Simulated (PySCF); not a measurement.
These compounds are isomers of formula C5H7NO.

A. SMILES C=CC(=C)NC=O
B. `InChI=1S/C5H7NO/c1-5(7)3-2-4-6/h2-3H2,1H3`
C. SMILES CO/C=C(\C)C#N

Spectrum 1. 1H NMR (300 MHz, computed): δ 6.83 (s, 1H), 3.94 (s, 3H), 1.90 (s, 3H). 13C{1H} NMR (computed): δ 167.3 (CH), 124.2 (C), 94.5 (C), 60.7 (CH3), 14.4 (CH3).

Spectrum 2. 1H NMR (300 MHz, computed): δ 2.68 (t, J = 7.4 Hz, 2H), 2.37 (t, J = 7.4 Hz, 2H), 2.25 (s, 3H). 13C{1H} NMR (computed): δ 209.5 (C), 124.0 (C), 43.5 (CH2), 31.6 (CH3), 12.0 (CH2).

Spectrum 3. 1H NMR (300 MHz, computed): δ 8.52 (d, 1H), 7.17 (br s, 1H), 6.35 (m, 1H), 6.30 (br, 1H), 5.32 (m, 1H), 5.15 (br s, 1H), 5.10 (m, 1H). 13C{1H} NMR (computed): δ 159.8 (CH), 143.3 (CH), 142.4 (C), 115.2 (CH2), 111.4 (CH2).

PySCF 2.14.0 with density-fitted response routines calculation with σ from GIAO-PBE0/pcSseg-1, coordinates at the GFN2-xTB level and couplings computed with B3LYP/pcJ-1 (spin–dipole term left out of most H,H and C,H couplings); non-relativistic, one averaged value for each set of equivalent atoms, one computed conformer, in vacuum.

Scale: 1H (31.72 ppm) and 13C (186.93 ppm) vs TMS (reference shieldings calculated alike). Multiplet labels drop J under 1 Hz and among equivalent protons, and merge close values. Unscaled 3J(H,H) run several per cent high. Where no couplings were computed, multiplicities follow the n + 1 count of equivalent neighbours, and m marks all less simple cases (inequivalent or close neighbours, rings, F or P nearby). Acid and N–H amide carbonyl carbons lie up to 10 ppm further downfield in solution (hydrogen bonding). Shifts are as computed. Against solution values, carbons near 30 ppm lie about +3 ppm off and those near 130 ppm about +5 ppm. Of 1211 compounds with measured shifts, 218 miss one by over three times the rms of a fit or turn the order of signals round; such compounds aren't used in these exercises. Across acyclic CH2–CH2 and CH–CH2 bonds, 3J(H,H) assumes equally populated rotamers. OH and NH positions are gas-phase values without hydrogen bonding to other molecules.

Question: Which spectrum belongs to which compound?

Answer: 1–C, 2–B, 3–A.

- Spectrum 1 (C): 5 13C signals; δC 167.3 is an alkene carbon bearing oxygen; δC 124.2 is a nitrile carbon.
- Spectrum 2 (B): 5 13C signals; δC 209.5 is a ketone carbonyl carbon; δC 124.0 is a nitrile carbon.
- Spectrum 3 (A): 5 13C signals; δC 159.8 is an amide carbonyl carbon; δC 143.3 is an alkene CH.
